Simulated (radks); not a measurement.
Tb XXXIV, configuration [Ar] 3d10 4s2 4p2 (the NIST ground configuration). All-electron calculation, non-relativistic Kohn-Sham, LB94 model potential, spin-polarised, spherical densities, point nucleus; open shells are filled with parallel spins first (spin-orbit coupling, left out, can overturn this in heavy ions); relativity is left out, which matters for an element this heavy. Program: a radial shooting solver on a logarithmic mesh with Libxc functionals.

Normalised radial functions P(r) = r R(r), r in bohr:

```
   r/bohr * 3d down, o 4s down, + 4p down (the largest magnitude, 2.24, reaches the edge; | marks zero, & curves that meet)
  0.00229                             & o
 0.002911                             &  o
 0.003731                             &  o
 0.004743                             &   o
 0.006029                             *+  o
 0.007665                             *+   o
 0.009822                             *+   o
  0.01249                             * +  o
  0.01587                             *  + o
  0.02018                             |*  &
  0.02586                             |*o   +
  0.03287                            o| *    +
  0.04179                        o    |   *    +
  0.05312                     o       |      * +
  0.06808                    o        |      +   *
  0.08654                      o      |  +            *
     0.11                          + o|                    *
   0.1399                   +         |      o                 *
   0.1792                +            |            o             *
   0.2278                    +        |          o             *
   0.2896                             |&                 *
   0.3682                o            |          *  +
   0.4718        o                    |    *              +
   0.5998           o                 | *              +
   0.7625                    o        *         +
   0.9694                          o  *  +
    1.242                             &+
    1.579                             &
```

3d down: eigenvalue -2507.7 eV, 0 radial nodes, <r> = 0.213 bohr, 90 % of the charge inside 0.329 bohr. 4s down: eigenvalue -1407.5 eV, 3 radial nodes at r = 0.0298, 0.113, 0.293 bohr, <r> = 0.503 bohr, 90 % of the charge inside 0.709 bohr. 4p down (empty): eigenvalue -1340.1 eV, 2 radial nodes at r = 0.0970, 0.283 bohr, <r> = 0.501 bohr, 90 % of the charge inside 0.713 bohr.
